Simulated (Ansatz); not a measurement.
`SB1CO1`, charge 0, multiplicity 1.

Task: Give a relaxed structure at PBE0-D4/def2-TZVP (Ansatz 0.2.0). (An estimate is asked.)

Result: The calculation gave: 
Z-matrix (Å, degrees):
```
C
B 1 1.506
O 1 1.497 2 52.9
H 1 1.086 2 122.1 3 -95.6
H 1 1.086 2 122.1 3 95.6
S 2 1.770 1 156.2 3 -180.0
H 6 1.346 2 95.5 1 -180.0
```
Point group Cs.
